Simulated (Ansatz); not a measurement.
# How basis sets differ on C2H7BOS (SMILES CCB(O)S)

C2H7BOS has 12 atoms, charge 0, and is taken as a singlet. SMILES: `CCB(O)S`. The coordinates come from a PBE0-D4/def2-TZVP relaxation. This is one conformer, not always the lowest.

Quantity: the HOMO–LUMO gap, in eV. The values are calculated.

| level | kind | program | value (eV) | CPU time |
| --- | --- | --- | --- | --- |
| HF/STO-3G | Hartree–Fock | Ansatz | 16.22 | 2 s |
| HF/3-21G | Hartree–Fock | Ansatz | 15.27 | 2.9 s |
| HF/def2-SVP | Hartree–Fock | Ansatz | 14.41 | 9.5 s |
| HF/def2-TZVP | Hartree–Fock | Ansatz | 13.46 | 43 s |

The values span 13.46 to 16.22 eV. A Hartree–Fock LUMO above zero doesn't converge with the basis: it sinks as sets grow more diffuse. Orbital gaps aren't excitation energies. CPU times are rough (shared hosts, several kinds of processor): they show what a rung costs within a factor of a few.
